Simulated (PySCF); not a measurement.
Species: C2H7F3NSi2 (doublet state).
Structure used (GFN2-xTB), in Å, numbered top down from 1:
```
atom  x, y, z in Å
F1    -2.5209    1.0382   -0.2517
C2    -1.8500   -0.0049   -0.7613
F3    -1.1037    0.4759   -1.7683
F4    -2.7627   -0.8162   -1.3196
C5    -1.0078   -0.7224    0.2963
N6    -0.1736    0.1611    1.0403
Si7    1.2216    0.9485    0.3496
Si8    2.4461   -0.7345   -0.5665
H9    -1.7086   -1.2555    0.9493
H10   -0.3885   -1.4538   -0.2325
H11   -0.7095    0.7186    1.6881
H12    0.8176    2.1004   -0.4834
H13    1.8492    1.5127    1.5515
H14    3.8829   -0.5182   -0.7499
H15    2.0032   -1.4419   -1.7751
```

The hyperfine couplings belong to this conformer and change with its torsions.

As a line formula: `FC(F)(F)CN[SiH2][SiH2]` [radical].

Computed with UKS B3LYP, pcH-1 on C F H N Si, non-relativistic, mean-field spin-orbit, GIAO (PySCF). Geometry: GFN2-xTB, one conformer, isolated molecule. A GFN2-xTB geometry isn't a minimum of the functional, and hyperfine couplings can be far from their values at a DFT geometry, by a factor of two or more for some ions and for spin on atoms past the first row. No stability test was run, so a lower SCF solution isn't excluded.

**Question.** Match the computed a_iso(29Si) values -332.7, -4.1 MHz with the sites Si7; Si8.

**Answer.** 
```
site  a_iso (MHz)  ρ(0) (bohr⁻³)                 position  distance from Si8 (Å)  spin population  largest |T| (MHz)
 Si7         -4.1        +0.0046          1 bond from Si8                   2.27            +0.02                7.6
 Si8       -332.7        +0.3755  largest spin population                   0.00            +1.00              178.1
```

ρ(0) is the spin density at the nucleus and T the dipolar tensor; a_iso includes a spin–orbit part; entries for several nuclei are means. The largest Mulliken spin population is on Si8 (+1.00). The angles at Si8 add up to 345.0°, so it is pyramidal.

Means are taken over nuclei equivalent by connectivity, which assumes that they swap fast. The 1H value of +28.5 MHz is a mean of couplings from -3.1 to 60.0 MHz in this one geometry, not an average over conformers. The 1H value of -4.9 MHz is a mean of couplings from -10.9 to 1.1 MHz in this one geometry, not an average over conformers.
